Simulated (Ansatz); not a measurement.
`[OH][AlH][SH]` + HBr → `[SH][AlH][Br]` + H₂O at 700 K and 1 bar (ligand exchange at the Al–O bond).

Gas-phase electronic energies from Ansatz, PBE0-D4/def2-TZVP geometries. CCSD(T)/CBS is the MP2 limit (def2-TZVPP, def2-QZVPP) plus CCSD(T) − MP2 in def2-TZVPP, frozen cores. This one scheme is used for every species. For Br outer-core shells are correlated without core-valence functions, which leaves a few kJ/mol of doubt a bond. Scalar relativity is left out up to krypton. One conformer a species, not always the lowest.

| species | CCSD(T)/CBS energy (Eh) | H − E (kJ/mol) | S (J/(mol·K)) |
| --- | --- | --- | --- |
| `[OH][AlH][SH]` | -716.86665 | 133.3 | 380.5 |
| HBr | -2573.91920 | 36.5 | 223.7 |
| `[SH][AlH][Br]` | -3214.41891 | 95.8 | 386.2 |
| H₂O | -76.37941 | 80.5 | 218.4 |

H − E and S are ideal-gas, rigid-rotor, harmonic terms from PBE0-D4/def2-TZVP, for one conformer and one mirror image of each species. 1 Eh = 2625.50 kJ/mol, R = 8.31446 J/(mol·K).

Task: By hand: ΔE, ΔH, ΔS and ΔG.

Result: ΔE = (-3214.41891) + (-76.37941) − (-716.86665) − (-2573.91920) = -0.01247 Eh = -32.7 kJ/mol. Δ(H − E) = 95.8 + 80.5 − 133.3 − 36.5 = 6.5, so ΔH = -26.2 kJ/mol. ΔS = 386.2 + 218.4 − 380.5 − 223.7 = 0.4 J/(mol·K). ΔG = -26.2 − 700 × (0.4)/1000 = -26.5 kJ/mol.

Task: By hand: the equilibrium constant, and the temperature at which ΔG would vanish if ΔH and ΔS stayed fixed.

Result: log₁₀ K = −ΔG/(RT ln 10) = 2.0. ΔH and −TΔS have one sign here, so there is no such temperature. One of them is within its doubt of zero, so this could turn.

The number of gas molecules stays the same, so ΔS is small and ΔH decides. A doubt of 5 kJ/mol in ΔE shifts log₁₀ K by 0.4 here. Other conformers and mirror images would add mixing entropy, several J/(mol·K) or more a flexible species. These are equilibria of isolated gas molecules and say nothing of rates. Largest T1 diagnostic: 0.012 (customary marks: 0.02 for closed shells, 0.045 for open ones).
